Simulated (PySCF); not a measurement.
SMILES c1ccc(Sc2ccccc2)cc1 (C12H10S), singlet (GFN2-xTB optimised geometry):

```
23

C     -2.583    -1.931     0.000
C     -3.272    -0.729     0.001
C     -2.581     0.469    -0.012
C     -1.193     0.463    -0.021
S     -0.344     2.023     0.024
C      1.081     1.710    -0.990
C      0.984     0.966    -2.158
C      2.109     0.772    -2.938
C      3.322     1.330    -2.569
C      3.409     2.088    -1.414
C      2.292     2.279    -0.621
C     -0.497    -0.739     0.000
C     -1.197    -1.931     0.000
H     -3.123    -2.865     0.003
H     -4.352    -0.723     0.006
H     -3.108     1.411    -0.015
H      0.035     0.540    -2.451
H      2.033     0.187    -3.843
H      4.197     1.175    -3.183
H      4.352     2.529    -1.124
H      2.350     2.865     0.284
H      0.583    -0.740     0.012
H     -0.655    -2.865     0.009
```

Level of theory: CAM-B3LYP/def2-SVP (PySCF).

Question: What are the frontier orbital energies and the dipole moment?

Answer: HOMO-2 -8.68 eV, HOMO-1 -8.56 eV, HOMO -7.08 eV, LUMO 0.52 eV, LUMO+1 0.77 eV; dipole moment 1.43 D.

Meta-Löwdin charges at CAM-B3LYP/def2-SVP: C1 -0.11, C2 -0.10, C3 -0.11, C4 -0.06, S5 0.09, C6 -0.06, C7 -0.11, C8 -0.10, C9 -0.11, C10 -0.10, C11 -0.11, C12 -0.11, C13 -0.10, H14 0.10, H15 0.11, H16 0.11, H17 0.11, H18 0.11, H19 0.10, H20 0.11, H21 0.11, H22 0.11, H23 0.11.
